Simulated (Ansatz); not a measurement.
Reaction (ligand exchange at a B–C bond): `C#CB(F)F` + CH₃SH → `CSB(F)F` + `C#C`

Calculated with Ansatz (gas phase, PBE0-D4/def2-TZVP geometries, no zero-point term in ΔE). CCSD(T)/CBS is the MP2 limit (def2-TZVPP, def2-QZVPP) plus CCSD(T) − MP2 in def2-TZVPP, frozen cores. This one scheme is used for every species. Functionals use def2-TZVPP. B3LYP here is the variant with VWN-RPA as its local correlation; programs differ in this. One conformer a species, not always the lowest.

`C#CB(F)F`:

Cartesian coordinates in Å:
```
C 1.556 -0.213 -0.361
C 0.394 -0.054 -0.092
B -1.074 0.147 0.249
F -1.438 0.699 1.387
F -2.023 -0.225 -0.583
H 2.585 -0.354 -0.600
```

CH₃SH:

Z-matrix (Å, degrees):
```
C
S 1 1.806
H 1 1.089 2 111.5
H 1 1.089 2 111.5 3 -123.8
H 1 1.090 2 106.2 3 118.1
H 2 1.342 1 97.1 3 61.9
```

`CSB(F)F`:

```xyz
8

C    -0.764   -0.781    0.595
S    -0.691    0.968    0.128
B     0.885    1.036   -0.721
F     1.305    2.182   -1.223
F     1.658   -0.027   -0.871
H    -0.723   -1.419   -0.285
H    -1.717   -0.926    1.101
H     0.047   -1.034    1.276
```

`C#C`:

```xyz
4

C     0.525    0.177   -0.225
C    -0.525   -0.177    0.225
H     1.460    0.491   -0.627
H    -1.460   -0.491    0.627
```

**Question.** Is it downhill or uphill in electronic energy at CCSD(T)/CBS, and by how much? (Estimate.)

**Answer.** The calculation gave: Downhill: ΔE = -0.26 eV.

**Question.** What do these levels give: PBE-D4, B97M-V, B3LYP-D4, r2SCANh-D4, PBE-QIDH, PBE0, r2SCANh, BHLYP, LC-ωPBE, RPA@PBE/def2-TZVPP, MP2/def2-SVP, CCSD/def2-SVP? (Estimate.)

**Answer.** Computed: PBE-D4 -0.26, B97M-V -0.23, B3LYP-D4 -0.23, r2SCANh-D4 -0.27, PBE-QIDH -0.26, PBE0 -0.24, r2SCANh -0.27, BHLYP -0.19, LC-ωPBE -0.27, RPA@PBE/def2-TZVPP -0.22, MP2/def2-SVP -0.25, CCSD/def2-SVP -0.23 eV.

Largest T1 diagnostic among the species: 0.014.

The D4 term adds −0.04 eV with B3LYP and −0.02 eV with PBE0; it sums over pairs of atoms, weighted by their polarisabilities, and B3LYP, whose exchange is more repulsive, gets the larger term. In def2-TZVPP, CCSD(T) changes the Hartree–Fock value by −0.08 eV (the triples alone add −0.02 eV) and MP2 by −0.10 eV.
